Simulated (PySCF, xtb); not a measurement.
CH3BeClO, SMILES C[O][Be][Cl]. Other conformers were not sampled.

Harmonic wavenumbers (cm⁻¹) from GFN2-xTB in xtb 6.7.1 at its own minimum, in rising order: 134, 134, 272, 273, 409, 1025, 1146, 1146, 1396, 1473, 1474, 1511, 2942, 2942, 2956.

What does PySCF with ωB97X-D3(BJ)/def2-SVP give at its own minimum? (An estimate is asked for; the answer gives what the named calculation found.)

52, 52, 306, 306, 439, 1122, 1198, 1198, 1479, 1487, 1487, 1631, 3036, 3126, 3126. Paired by order, the mean absolute difference is 76 cm⁻¹ and the zero-point energies are 27.5 and 28.7 kcal/mol.
